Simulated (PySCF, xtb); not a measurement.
BHFCl, SMILES FBCl.

The structure is a stationary point at PBE0-D3(BJ)/def2-TZVP.

These are C-PCM-ωB97X/def2-SVP in PySCF 2.14.0 values and carry that method's errors.

The values are the electrostatic part of the solvation free energy, E(continuum) − E(gas) at the gas-phase geometry, in a cavity of scaled van der Waals radii (PySCF's table); cavitation and dispersion terms are not included. In vacuum the orbital gap is 13.39 eV. The dipole moment in vacuum is 0.71 D.

```json
[
 {"solvent": "water", "ε": "78.36", "ΔG(elec) (kcal/mol)": "-0.9", "dipole (D)": "0.86", "gap (eV)": "13.53"},
 {"solvent": "1-octanol", "ε": "9.86", "ΔG(elec) (kcal/mol)": "-0.8", "dipole (D)": "0.84", "gap (eV)": "13.52"},
 {"solvent": "tetrahydrofuran", "ε": "7.43", "ΔG(elec) (kcal/mol)": "-0.8", "dipole (D)": "0.84", "gap (eV)": "13.51"}
]
```

For comparison, GFN2-xTB/ALPB(water) (xtb, at the GFN2-xTB geometry, all terms of that model) gives -0.7 kcal/mol.
